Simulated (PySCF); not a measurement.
A structure optimised at PBE0-D3(BJ)/def2-TZVP, used in a PySCF frequency run:

```
C
N 1 1.3037
N 1 1.3037 2 125.34
H 2 1.0085 1 119.89 3 180.00
H 3 1.0085 1 119.89 2 180.00
H 3 1.0104 5 117.08 1 180.00
H 2 1.0104 4 117.08 1 180.00
H 1 1.0856 2 117.33 4 0.00
```
Charge +1, spin multiplicity 1.

Question: Write its SMILES, formula and point group.

Answer: NC=[NH2+], CH5N2, C2v

Question: What are its rotational constants (standard atomic weights)?

Answer: 60.201, 10.338, 8.8226 GHz
